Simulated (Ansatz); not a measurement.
Mulliken charges of `Cl[SiH2]BBr` from r2SCAN/def2-TZVPP in Ansatz (PBE0-D4/def2-TZVP geometry).

```
atom   x (Å)   y (Å)   z (Å)  charge (e)
 Cl1   0.213   2.483   0.254      -0.260
 Si2  -0.557   0.573   0.169       0.376
  B3   0.865  -0.781  -0.260       0.004
 Br4   0.310  -2.594  -0.352      -0.037
  H5  -1.613   0.549  -0.876      -0.063
  H6  -1.174   0.267   1.485      -0.063
  H7   2.018  -0.566  -0.464       0.042
```

Problem. By hand: the dipole of these point charges (1 e Å = 4.8032 D).

Solution. Σ q r = (-0.012, -0.412, -0.048) e Å, of length 0.415 e Å = 1.99 D.

Problem. How does the dipole of the full density compare? (Best estimate.)

Solution. Computed: (-0.017, -0.216, -0.023) e Å, 1.05 D; the point charges give 1.90 times that, at 3° from its direction.

Point charges leave out the atoms' own dipoles, such as those of lone pairs, and Mulliken's split depends on the basis, so the two needn't agree.
